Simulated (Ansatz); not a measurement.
Isolated molecules relaxed with PBE0-D4/def2-TZVP in Ansatz; ΔE leaves out vibrations. CCSD(T)/CBS adds triple-zeta CCSD(T) − MP2 to the extrapolated MP2 energy (def2 sets, frozen cores). Functionals use def2-TZVPP. One conformer a species, not always the lowest.

Reaction (substitution at a C–C bond): `CC1[SiH2]C1=S` + `N[SiH](N)O` → `CO[SiH](N)N` + `S=C1C[SiH2]1`

CCSD(T)/CBS gives +64.0 kJ/mol.

(1) Another level gave +55.1 kJ/mol. Which?
A. MP2/def2-TZVPP
B. CCSD(T)/def2-TZVPP
C. ωB97X-V/def2-TZVPP
D. HF/def2-TZVPP

Largest T1 diagnostic among the species: 0.017.

Results:

(1) C. ωB97X-V 55.1, MP2/def2-TZVPP 70.8, CCSD(T)/def2-TZVPP 61.2, HF/def2-TZVPP 45.0 kJ/mol.

In def2-TZVPP, CCSD(T) changes the Hartree–Fock value by +16.2 kJ/mol (the triples alone add +2.9 kJ/mol) and MP2 by +25.8 kJ/mol.
